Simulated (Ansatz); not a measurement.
Stepwise reaction of `[NH2][Ga]([F])[F]` with ammonia, as a gas-phase model of exchange steps in deposition or etching. ΔE in kJ/mol; ΔG adds harmonic PBE0-D4 terms to CCSD(T)/CBS, at 1 bar.

Calculated with Ansatz (gas phase, PBE0-D4/def2-TZVP geometries, no zero-point term in ΔE). CCSD(T)/CBS is the MP2 limit (def2-TZVPP, def2-QZVPP) plus CCSD(T) − MP2 in def2-TZVPP, frozen cores. This one scheme is used for every species. DFT in def2-TZVPP. B3LYP here is the variant with VWN-RPA as its local correlation; programs differ in this. For Ga outer-core shells are correlated without core-valence functions, which leaves a few kJ/mol of doubt a bond. Scalar relativity is left out up to krypton. Each species was taken in one conformer, which may not be the lowest.

| step | reaction | PBE-D4 | B3LYP-D4 | ωB97M-V | CCSD(T)/CBS | ΔG(500 K) |
| --- | --- | --- | --- | --- | --- | --- |
| 1 | `[NH2][Ga]([F])[F]` + NH₃ → `[NH2][Ga]([NH2])[F]` + H–F | 46.3 | 48.4 | 47.5 | 36.8 | 38.2 |
| 2 | `[NH2][Ga]([NH2])[F]` + NH₃ → `[NH2][Ga]([NH2])[NH2]` + H–F | 64.6 | 67.6 | 66.7 | 54.9 | 49.3 |

(1) By hand: ΔE of the 2 steps together at CCSD(T)/CBS.

Answers

(1) (36.8) + (54.9) = 91.7 kJ/mol, or 45.8 kJ/mol a step.

In ΔE each step is higher than the one before. All are uphill at CCSD(T)/CBS. ΔG lies between 38.2 and 49.3 kJ/mol a step. PBE-D4 differs from CCSD(T)/CBS by 9.5 to 9.7 kJ/mol a step. Isolated molecules leave out the surface, adducts and barriers. Largest T1 diagnostic: 0.014.
